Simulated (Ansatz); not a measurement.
CH5N (SMILES CN), charge 0, multiplicity 1, relaxed at each level with Ansatz (a quantum-chemistry and plane-wave program); harmonic frequencies from differences of analytic forces, average atomic masses, frozen cores.

Question: Give the equilibrium geometry, the harmonic frequencies and the zero-point energy at B3LYP/def2-TZVPP.

Answer: 
(charge 0, multiplicity 1):
```xyz
7

C     -0.7002     0.0675     0.0714
N      0.7370    -0.0489    -0.1752
H     -1.2335    -0.6307    -0.5748
H     -1.0309     1.0713    -0.1976
H     -1.0145    -0.1243     1.1058
H      1.0671    -0.9770     0.0569
H      1.2546     0.5982     0.4060
```
Frequencies (cm⁻¹): 297, 830, 975, 1055, 1170, 1347, 1460, 1497, 1518, 1663, 2966, 3058, 3093, 3502, 3577. Zero-point energy 40.04 kcal/mol.

Question: Give the equilibrium geometry, the harmonic frequencies and the zero-point energy at CCSD(T)/cc-pVDZ.

Answer: 
(charge 0, multiplicity 1):
```xyz
7

C     -0.6931     0.0681     0.0651
N      0.7494    -0.0417    -0.2142
H     -1.2429    -0.6411    -0.5817
H     -1.0374     1.0855    -0.1990
H     -0.9960    -0.1293     1.1182
H      1.0566    -0.9763     0.0784
H      1.2431     0.5909     0.4257
```
Frequencies (cm⁻¹): 342, 914, 979, 1072, 1199, 1366, 1453, 1491, 1510, 1661, 2989, 3084, 3126, 3463, 3544. Zero-point energy 40.30 kcal/mol.
